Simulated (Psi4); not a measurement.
Intermolecular potential of CO ··· COS (SMILES [C-]#[O+] and O=C=S), singlet. Monomers: optimised at B3LYP-D3(BJ) (def2-TZVP), held rigid. Orientation: a higher rigid-body minimum at GFN2-xTB. R is the distance of the centres of mass, along which the second monomer moves.

Geometry at R = 3.49 Å (first 2 atoms: monomer A):
```
5

C      0.5625     0.0000     0.0000
O     -0.5625     0.0000     0.0000
O     -3.8390    -0.6655     0.3994
C     -3.2585    -1.5049    -0.1425
S     -2.4737    -2.6398    -0.8751
```

Computed with: PBE/def2-TZVP, counterpoise-corrected (Psi4); PBE-D3(BJ)/def2-TZVP, counterpoise-corrected (Psi4); SAPT0/jun-cc-pVDZ, frozen core (Psi4).

Interaction energies in kJ/mol; the last columns give the difference from SAPT0:

```tsv
R / Å	PBE/def2-TZVP	PBE-D3(BJ)/def2-TZVP	SAPT0/jun-cc-pVDZ	PBE/def2-TZVP − SAPT0/jun-cc-pVDZ	PBE-D3(BJ)/def2-TZVP − SAPT0/jun-cc-pVDZ
2.88	29.51	24.27	24.41	5.10	-0.14
3.05	15.33	10.61	10.99	4.35	-0.38
3.30	5.05	1.11	1.89	3.16	-0.78
3.49	1.62	-1.75	-0.77	2.38	-0.98
3.68	0.02	-2.80	-1.75	1.77	-1.05
3.87	-0.62	-2.96	-1.96	1.34	-1.00
4.22	-0.78	-2.39	-1.64	0.86	-0.75
4.49	-0.61	-1.80	-1.27	0.66	-0.53
4.96	-0.31	-1.01	-0.77	0.46	-0.24
5.69	-0.07	-0.39	-0.35	0.28	-0.04
6.67	0.00	-0.13	-0.13	0.12	0.00
8.00	0.00	-0.04	-0.04	0.04	0.00
```

PBE/def2-TZVP is furthest from SAPT0/jun-cc-pVDZ at 2.88 (5.10 kJ/mol, above); its mean absolute difference over the points is 1.71 kJ/mol.

PBE-D3(BJ)/def2-TZVP is furthest from SAPT0/jun-cc-pVDZ at 3.68 (-1.05 kJ/mol, below); its mean absolute difference over the points is 0.49 kJ/mol.
